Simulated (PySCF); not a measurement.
C₃H₇O₂, SMILES OC(C[O])C (connectivity only; charge and spin as stated), charge -1, multiplicity 1.

Geometry optimised at PBE0-D3(BJ)/def2-SVPD. The spin state was assumed, not searched. The isomer is the one that the SMILES or the coordinates give; other isomers of the formula were not compared. One conformer was computed; it need not be the lowest.

The numbers are results of PBE0-D3(BJ)/def2-SVPD run with PySCF 2.14.0, not measurements.

No scaling factor is applied to the harmonic values.

```csv
mode,ν (cm⁻¹),IR (km/mol),moving atoms (share of kinetic energy)
1,151,18.9,"O 41 %, H 31 %, C 29 %"
2,180,80.3,H 92 %
3,229,9.9,"H 80 %, O 13 %"
4,277,13.0,"H 41 %, O 31 %, C 28 %"
5,372,1.2,"O 34 %, C 34 %, H 32 %"
6,448,6.7,"C 43 %, H 39 %, O 17 %"
7,508,1.8,"O 62 %, C 22 %, H 16 %"
8,842,7.9,"C 52 %, H 38 %, O 10 %"
9,904,4.9,"H 70 %, C 26 %"
10,932,17.5,"H 49 %, C 37 %, O 14 %"
11,1048,27.9,"H 62 %, C 36 %"
12,1103,69.7,"C 57 %, H 27 %, O 17 %"
13,1150,5.9,"C 50 %, H 47 %"
14,1200,160.7,"H 68 %, C 19 %, O 13 %"
15,1225,99.5,"H 57 %, C 23 %, O 19 %"
16,1242,59.9,"H 60 %, C 22 %, O 17 %"
17,1319,11.5,"H 77 %, C 22 %"
18,1328,21.3,"H 81 %, C 17 %"
19,1362,45.7,"H 64 %, C 34 %"
20,1386,20.1,"H 56 %, C 42 %"
21,1436,12.5,H 94 %
22,1457,19.7,"H 91 %, C 9 %"
23,1462,7.9,H 94 %
24,2599,365.3,H 92 %
25,2659,455.5,H 95 %
26,2981,100.0,H 93 %
27,2993,83.5,H 96 %
28,3076,64.2,"H 91 %, C 9 %"
29,3126,9.7,"H 91 %, C 9 %"
30,3892,1.1,H 94 %
```
